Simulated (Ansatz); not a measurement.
A nudged elastic band was laid between two geometries of CH₄AlNO (8 atoms, charge 0, multiplicity 1).

Theory: Ansatz 0.2.0, RKS PBE/def2-SVP.

```yaml
movable_images: 7
climbing_image: yes
spring: 5.0 eV/Å²
optimiser: quadratic models (default)
start_path: IDPP
force_threshold: 0.05 eV/Å
iteration_limit: 60
end_points: relaxed
```

First end point:

```xyz
8
Properties=species:S:1:pos:R:3
N -1.255 1.490 0.329
C 0.013 1.315 0.159
Al 0.812 -0.482 -0.157
O -0.451 -1.654 -0.127
H -1.748 0.574 0.277
H 0.627 2.249 0.198
H 2.338 -0.886 -0.419
H -0.334 -2.607 -0.260
```

Last end point:

```xyz
8
Properties=species:S:1:pos:R:3
N -1.369 0.518 0.243
C -0.173 1.000 0.142
Al 1.122 -0.476 -0.205
O 0.367 -2.022 -0.289
H -2.075 1.263 0.424
H 0.030 2.098 0.245
H 2.699 -0.405 -0.404
H -0.600 -1.977 -0.156
```

**Question.** Which bonds break or form, and what moves?

**Answer.** No bond is made or broken. The dihedral H5–N1–C2–Al3 changes from 0 to 180° by way of a nearly straight angle H5–N1–C2 (up to 177°), not by a turn about the bond.

**Question.** Give the energies along the band, and the barrier.

**Answer.** The run converged. The highest image is number 4 of 0 to 8, 120.5 kJ/mol above the first end and 123.3 kJ/mol above the last; the last end lies 2.7 kJ/mol below the first. The profile has 2 maxima (images 1, 4) with wells between them (image 2): this band takes more than one step, which may be the mechanism or a detour left from its start path. A vibrational analysis at the climbing image gives one clearly imaginary mode, 1162i cm⁻¹: a first-order saddle point.

```csv
image,path coordinate (Å),energy (kJ/mol),angle H5–N1–C2 (°)
0,0.00,0.0,110
1,0.66,10.1,109
2,1.32,7.0,110
3,1.98,9.7,115
4,2.64,120.5,177
5,2.93,71.6,150
6,3.21,16.3,126
7,3.49,-1.5,114
8,3.77,-2.7,112
```

**Question.** What is the geometry of the highest image?

**Answer.** 
```xyz
8
Properties=species:S:1:pos:R:3:forces:R:3
N -1.331 0.819 0.260 0.00 0.00 0.00
C -0.117 1.137 0.142 0.01 0.01 0.01
Al 1.148 -0.410 -0.191 -0.01 -0.01 0.00
O 0.315 -1.923 -0.255 0.01 0.00 0.00
H -2.285 0.522 0.346 0.00 0.00 0.00
H 0.190 2.230 0.229 0.00 -0.01 0.00
H 2.731 -0.506 -0.404 0.00 0.00 0.00
H -0.650 -1.869 -0.126 -0.01 0.01 0.00
```

The band took 18 iterations and roughly 5 core-minutes.

Time of the run: 4.8 min on 1 thread of Arm Neoverse V1, on a shared host, peak memory 0.14 GiB.
